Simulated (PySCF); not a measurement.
## Spinor energies of Os⁵⁹⁺ (osmium, charge +59)

Start: [Ne] 3s2 3p5; 3p1/2 filled at m_j = -1/2, +1/2; 3p3/2 filled at m_j = -1/2, +1/2, +3/2. Calculated with PySCF 2.14 in an even-tempered Gaussian basis (18 s from 18 bohr⁻², ratio 2.4; 14 p from 24 bohr⁻², ratio 2.4; 4 d from 85 bohr⁻², ratio 2.6; 4 f from 130 bohr⁻², ratio 2.6): generalised Hartree-Fock with the X2C-1e Hamiltonian and a Gaussian nucleus; one run each with spin-orbit coupling (SO) switched off, then screened by Boettger's factors.

| spinor shell | electrons | ε, spin-free (eV) | ε, screened SO (eV) | weight of nominal j (screened SO) | rms radius, screened SO (bohr) |
| --- | --- | --- | --- | --- | --- |
| 1s1/2 | 2 | -78821.2 | -78793.8 | 1.000 | 0.0200 |
| 2s1/2 | 2 | -17461.7 | -17452.2 | 1.000 | 0.0800 |
| 2p1/2 | 2 | -15796.4 | -16915.1 | 1.000 | 0.0678 |
| 3s1/2 | 2 | -6866.6 | -6863.3 | 1.000 | 0.193 |
| 3p1/2 | 2 | -6366.4 | -6652.1 | 1.000 | 0.183 |
| 3p3/2 | 3 | -6366.4 | -6248.5 | 1.000 | 0.195 |

Question: Where does 2p3/2 lie, and what is the 2p spin-orbit splitting (screened SO)?

Answer: At -15345.3 eV, 1569.8 eV above 2p1/2.

```csv
quantity,spin-free,screened SO
E (hartree),-13499.42780,-13525.71764
M_J,3/2,3/2
⟨J²⟩,3.750,3.750
⟨L²⟩,2.000,2.052
⟨S²⟩,0.750,0.802
```

Each row is a mean over spinors that exchange with the open shell spreads, by up to 29.161 eV (3s1/2).

Breit and QED terms are absent; they matter most for the inner s and p1/2 levels.

Densities and radii are taken from the X2C orbitals without a picture-change correction, which distorts them close to the nucleus.

Without spin-orbit coupling the j labels of p, d and f shells carry no meaning; the spin-free column gives the mean over the occupied spinors of each nl shell.
